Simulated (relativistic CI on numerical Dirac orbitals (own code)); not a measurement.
Method of calculation: Dirac equation for one electron, model QED (radiative potential, 1s self-energy scaled to tabulated hydrogen-like ionisation energies) (own radial code, finite nucleus).

The strongest absorption lines from the ground level of an ion, among the configurations computed and to levels below about 12000 eV (vacuum wavelength in nm, gf): 0.10291 (0.01), 0.10421 (0.018), 0.10669 (0.038), 0.10674 (0.019), 0.11248 (0.1), 0.11259 (0.051), 0.13305 (0.53), 0.13359 (0.27).

Which ion is it?
A. Cr²³⁺
B. Zn²⁹⁺
C. Co²⁶⁺
D. Zn²⁷⁺

B. Zn²⁹⁺ has 1 electrons and the ground level 1s ²S1/2; the strongest line goes to 2p ²P°3/2. The pattern of lines fixes the number of electrons, and along that sequence the line energies rise steadily with the charge (about as its square where n changes within one kind of shell, about linearly where n is kept but much faster in heavy ions where fine structure, which grows about as Z⁴, sets the gap, and irregularly where shells cross), which fixes Z. Configurations outside the model, such as inner-shell arrays, can give stronger lines.
